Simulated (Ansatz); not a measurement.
K3Na⁺. Charge 1, multiplicity 4. Geometry PBE0/def2-TZVP; atoms count from 1.

```xyz
4

Na   -2.253    0.470    0.880
K     2.494   -0.512   -0.945
K    -0.285   -3.507    1.509
K     0.044    3.549   -1.443
```

At PBE0/def2-TZVP a doublet of charge 1 lies 0.86 eV below the quartet, each at its own geometry. The structure comes from a short search, and lower isomers may exist.

(1) Estimate the Mulliken populations from the PBE0/def2-TZVP orbitals of Ansatz.

(2) Where does the spin sit?

(3) And the Mayer bond orders between bonded heavy atoms (over 0.3)?

Answers

(1) 
```
atom  charge (e)  spin (α − β)
 Na1        0.17          0.83
  K2        0.27          0.73
  K3        0.28          0.72
  K4        0.28          0.72
```
Mulliken values and Mayer orders depend strongly on the basis.

(2) Summed by element: Na 0.83, K 2.17, of 3 unpaired in all. Largest on single atoms: Na1 0.83, K2 0.73, K3 0.72.

(3) K2–K3 0.33 (4.77 Å); K2–K4 0.33 (4.77 Å).
